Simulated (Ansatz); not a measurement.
Input file for Ansatz (a program for electronic structure): R-r2SCAN/def2-TZVPP on arsine (SMILES [AsH3]), atoms moved off the minimum.

Ansatz 0.2 input:
```yaml
crystal:
  periodic: [false, false, false]
  atoms:
    - {symbol: As, position_ang: [-0.02540694, 0.00501078, 0.11810957]}
    - {symbol: H, position_ang: [-0.62648046, -0.86504971, -0.76042780]}
    - {symbol: H, position_ang: [-0.43508176, 1.10976334, -0.74712227]}
    - {symbol: H, position_ang: [1.33622339, -0.08288049, -0.82113255]}
basis:
  gaussian:
    orbitals: def2-TZVPP
hamiltonian:
  xc: {name: r2SCAN}
scf: {lower_state_search: off}
output: {forces: true}
```

Output:

```
WARN ansatz: RAYON_NUM_THREADS=1 ignored (pool sized by the plan → 1); use --threads N
Functional definition: r2SCAN
these checks for a lower state are left out or cut short: stability, starts, cluster_reference, orbital_swaps, neighbouring_geometries, increment
integrals: 0.02 GiB planned
550 factors; their error is unknown
mean field: 0.19 GiB planned
mean field evaluation 1: about -60888.6364 eV, gradient 1.4e1 eV
mean field evaluation 2: about -60888.9277 eV, gradient 9.2e0 eV
mean field evaluation 4: about -60889.1260 eV, gradient 5.2e-1 eV
mean field evaluation 8: about -60889.1224 eV, gradient 1.5e-1 eV
mean field evaluation 16: about -60889.1224 eV, gradient 2.9e-6 eV
mean field -60889.12238385 eV, -2237.6339754771 hartree, gradient 2.9e-6 eV, S^2 0.000000; 0 other end points of the search recorded, 0 dependent functions left out
the calculation of the forces begins
reference -60889.12239155 eV, -2237.6339757601 hartree; 18, 18 occupied and 72, 72 virtual orbitals, 550 factors
Total energy: -60889.12239155 eV, -2237.6339757601 hartree
Atom 0 at    -0.025407     0.005011     0.118110 Å, force     3.459971     1.379905     1.501280 eV/Å
Atom 1 at    -0.626480    -0.865050    -0.760428 Å, force    -1.700518    -2.482027    -2.170086 eV/Å
Atom 2 at    -0.435082     1.109763    -0.747122 Å, force    -0.458935     1.075882    -0.506692 eV/Å
Atom 3 at     1.336223    -0.082880    -0.821133 Å, force    -1.300518     0.026240     1.175499 eV/Å
Dipole moment:    -0.062422    -0.011350    -0.072737 e Å
Checks for a lower state left out: stability, starts, cluster_reference, orbital_swaps, neighbouring_geometries, increment
```

The run converged.

Cost: roughly 1.4 core-seconds.
